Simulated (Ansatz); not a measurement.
Gas-phase electronic energies from Ansatz, PBE0-D4/def2-TZVP geometries. CCSD(T)/CBS is the MP2 limit (def2-TZVPP, def2-QZVPP) plus CCSD(T) − MP2 in def2-TZVPP, frozen cores. DFT in def2-TZVPP. B3LYP here is the variant with VWN-RPA as its local correlation; programs differ in this. Elements past krypton have def2 core potentials. For In outer-core shells are correlated without core-valence functions, which leaves a few kJ/mol of doubt a bond. One conformer a species, not always the lowest.

Reaction (redistribution): `[SiH3][O][In]([Cl])[Cl]` + `N=C(O)[SiH3]` → `[OH][In]([Cl])[Cl]` + `N=C([SiH3])O[SiH3]`

```
             level  ΔE (kJ/mol)  difference from CCSD(T)/CBS
            PBE-D4          9.6                         -7.6
         r2SCAN-D4         14.5                         -2.7
           PBE0-D4         14.3                         -2.9
          B3LYP-D4         13.5                         -3.7
           ωB97X-V         16.1                         -1.1
           ωB97M-V         14.9                         -2.3
            B2PLYP         16.3                         -0.9
               PBE         11.4                         -5.8
            r2SCAN         15.0                         -2.2
              PBE0         15.8                         -1.4
             B3LYP         16.5                         -0.7
     HF/def2-TZVPP         28.4                         11.2
    MP2/def2-TZVPP         15.5                         -1.7
SCS-MP2/def2-TZVPP         17.3                          0.1
   CCSD/def2-TZVPP         18.6                          1.4
CCSD(T)/def2-TZVPP         16.4                         -0.8
     HF/def2-QZVPP         29.3                         12.1
    MP2/def2-QZVPP         16.3                         -0.9
SCS-MP2/def2-QZVPP         18.1                          0.9
      HF/CBS(def2)         29.4                         12.2
     MP2/CBS(def2)         16.3                         -0.9
    CCSD/CBS(def2)         19.4                          2.2
       CCSD(T)/CBS         17.2                            0
```

Largest T1 diagnostic among the species: 0.014.

The D4 term adds −3.0 kJ/mol with B3LYP and −1.5 kJ/mol with PBE0; it sums over pairs of atoms, weighted by their polarisabilities, and B3LYP, whose exchange is more repulsive, gets the larger term. In def2-TZVPP, CCSD(T) changes the Hartree–Fock value by −11.9 kJ/mol (the triples alone add −2.1 kJ/mol) and MP2 by −12.8 kJ/mol.
